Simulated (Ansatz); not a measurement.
A structure relaxed at PBE0-D4/def2-TZVP, charge 0, multiplicity 1:

Cartesian coordinates in Å:
```
F 0.5632 -1.6296 -1.0709
Zr 0.0436 -0.1262 -0.0829
I 0.4160 -0.6121 2.5316
I 1.5285 1.9823 -0.8310
I -2.5513 0.3855 -0.5467
```

(1) Give its formula and SMILES.

(2) Point group (tolerance 0.08 Å, 0.16 Å for H)?

(3) Summarise the bond lengths by kind.

Answers

(1) FI3Zr, `[F][Zr]([I])([I])[I]`.

(2) C3v.

(3) 1 × F–Zr 1.872 Å; 3 × I–Zr 2.685 Å.

All numbers were calculated with Ansatz.
